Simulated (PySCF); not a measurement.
Shifts of the heteroatoms

Mapped SMILES: `[CH3:1][CH:2]([CH3:3])[SiH2:4]/[CH:5]=[CH:6]/[F:7]` (H(Xn): hydrogen on atom n).

How the numbers were obtained: GFN2-xTB geometry, GIAO PBE0/pcSseg-1 shieldings, in PySCF 2.14.0 with density-fitted response routines (a single conformation, isolated molecule, one averaged value for each set of equivalent atoms, relativity neglected).

(1) Predict the ¹⁹F NMR data.

(2) Predict the ²⁹Si NMR data.

Answers

(1) 
```tsv
atoms	environment	σ (ppm)	δ (ppm)
F7	vinylic fluorine	239.0	-69.7
```

Shieldings were converted by a linear fit to measured shifts: ¹⁹F: δ = 146.13 − 0.903σ +14.6 on sp3 carbon (rms 6.0 ppm, 223 shifts, 7.0 ppm with the 5 outliers that the fit left out vs CFCl3, solution or neat liquid). A few per cent of atoms miss by over 2 rms, more outside the fitted compound classes.

On a 600 MHz spectrometer ¹⁹F resonates near 564.6 MHz, so 1 ppm is 564.6 Hz.

(2) 
| atoms | environment | σ (ppm) | δ (ppm) |
| --- | --- | --- | --- |
| Si4 | silicon bonded to 2 C, 2 H | 388.4 | -39.3 |

Shieldings were converted by a linear fit to measured shifts: ²⁹Si (scatter 8.9 ppm rms, 25.8 ppm with the 6 outliers that the fit left out vs TMS, solution or neat liquid). A few per cent of atoms miss by over 2 rms, more outside the fitted compound classes.

On a 400 MHz spectrometer ²⁹Si resonates near 79.5 MHz, so 1 ppm is 79.5 Hz.
